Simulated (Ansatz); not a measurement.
Geometry optimisation, Ansatz 0.2.0, RKS PBE0-D4/def2-SVP.

The input (input.yaml):

```yaml
crystal:
  periodic: [false, false, false]
  atoms:
    - { symbol: O, position_ang: [-0.1529, 0.0912, 1.8993] }
    - { symbol: C, position_ang: [0.5836, -0.2929, 0.8074] }
    - { symbol: Te, position_ang: [-0.73106, -0.36238, -0.8758] }
    - { symbol: C, position_ang: [1.75987, 0.56952, 0.48361] }
    - { symbol: Si, position_ang: [3.03561, 0.63694, 1.87545] }
    - { symbol: H, position_ang: [-0.8642, -0.5662, 2.0584] }
    - { symbol: H, position_ang: [0.96326, -1.3515, 0.97454] }
    - { symbol: H, position_ang: [0.53018, -1.10991, -1.86655] }
    - { symbol: H, position_ang: [1.35932, 1.66271, 0.38994] }
    - { symbol: H, position_ang: [2.24476, 0.30592, -0.41348] }
    - { symbol: H, position_ang: [4.11949, 1.53171, 1.54881] }
    - { symbol: H, position_ang: [3.51874, -0.75565, 2.08825] }
    - { symbol: H, position_ang: [2.42693, 1.14204, 3.16756] }
basis:
  gaussian: { orbitals: def2-SVP }
hamiltonian:
  xc: pbe0
  dispersion: d4
relax:
  f_tol: 0.015
  max_steps: 40
```

Run as:

```bash
$ ansatz run input.yaml --threads 2 --pin off --max-ram 3072MiB --backend cpu --events-out ev --progress --plain --runs-dir out
```

Question: Where does it end, and by what steps?

Answer: It converged. The force dipped under the threshold on the way, but the program's further checks kept it going. After 15 steps the energy has fallen by 0.479 eV; H8 moved furthest, 0.76 Å.

```json
{"step": "0", "energy less start (eV)": "0.0000", "largest force component (eV/Å)": "3.146", "accepted": "yes"}
{"step": "1", "energy less start (eV)": "-0.3223", "largest force component (eV/Å)": "1.449", "accepted": "yes"}
{"step": "2", "energy less start (eV)": "-0.4336", "largest force component (eV/Å)": "0.224", "accepted": "yes"}
{"step": "3", "energy less start (eV)": "-0.3438", "largest force component (eV/Å)": "0.949", "accepted": "no"}
{"step": "4", "energy less start (eV)": "-0.4499", "largest force component (eV/Å)": "0.089", "accepted": "yes"}
{"step": "5", "energy less start (eV)": "-0.4614", "largest force component (eV/Å)": "0.066", "accepted": "yes"}
{"step": "6", "energy less start (eV)": "-0.4703", "largest force component (eV/Å)": "0.136", "accepted": "yes"}
{"step": "7", "energy less start (eV)": "-0.4496", "largest force component (eV/Å)": "0.727", "accepted": "no"}
{"step": "8", "energy less start (eV)": "-0.4761", "largest force component (eV/Å)": "0.032", "accepted": "yes"}
{"step": "9", "energy less start (eV)": "-0.4693", "largest force component (eV/Å)": "0.195", "accepted": "no"}
{"step": "10", "energy less start (eV)": "-0.4779", "largest force component (eV/Å)": "0.014", "accepted": "yes"}
{"step": "11", "energy less start (eV)": "-0.4786", "largest force component (eV/Å)": "0.022", "accepted": "yes"}
{"step": "12", "energy less start (eV)": "-0.4785", "largest force component (eV/Å)": "0.056", "accepted": "no"}
{"step": "13", "energy less start (eV)": "-0.4788", "largest force component (eV/Å)": "0.014", "accepted": "yes"}
{"step": "14", "energy less start (eV)": "-0.4789", "largest force component (eV/Å)": "0.010", "accepted": "yes"}
{"step": "15", "energy less start (eV)": "-0.4790", "largest force component (eV/Å)": "0.007", "accepted": "yes"}
```

```xyz
13
Properties=species:S:1:pos:R:3
O 0.069 -0.085 1.877
C 0.699 -0.304 0.661
Te -0.810 -0.193 -0.984
C 1.814 0.701 0.512
Si 2.963 0.696 2.027
H -0.583 -0.781 2.021
H 1.090 -1.333 0.568
H -0.137 -1.473 -1.812
H 1.406 1.719 0.391
H 2.399 0.484 -0.395
H 4.255 1.357 1.658
H 3.255 -0.715 2.430
H 2.373 1.429 3.183
```

Whether the end is a true minimum wasn't checked by a vibrational analysis.

Time of the run: 66 s on 2 threads of Intel(R) Xeon(R) Platinum 8488C (Sapphire Rapids), on a shared host, peak memory 0.35 GiB.
